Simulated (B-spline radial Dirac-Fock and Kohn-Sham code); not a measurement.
# X-ray lines that fill the 1s vacancy in Co¹¹⁺

System: the Co¹¹⁺ ion, [Ne] 3s2 3p4.

Calculated with a radial atomic solver, using one-electron (LDA, Dirac) transition rates at Dirac-Fock energies.

```
      line  multipole  energy (eV)  width (meV)  share (%)
Kα2 (K-L2)         E1       6917.7          148       30.3
Kα1 (K-L3)         E1            –          289       59.3
Kβ3 (K-M2)         E1       7710.6         17.1       3.51
Kβ1 (K-M3)         E1       7713.3         34.0       6.97
```

The listed lines hold 100.0 % of the radiative rate. A dash stands for an energy that rests on an unreliable hole state. The radiative width is 0.488 eV in the length form and 0.504 eV in the velocity form; the two differ because the transition energies are not eigenvalue differences of the potential that gave the orbitals. Kα2/Kα1 is 0.511 and Kβ/Kα is 0.117.
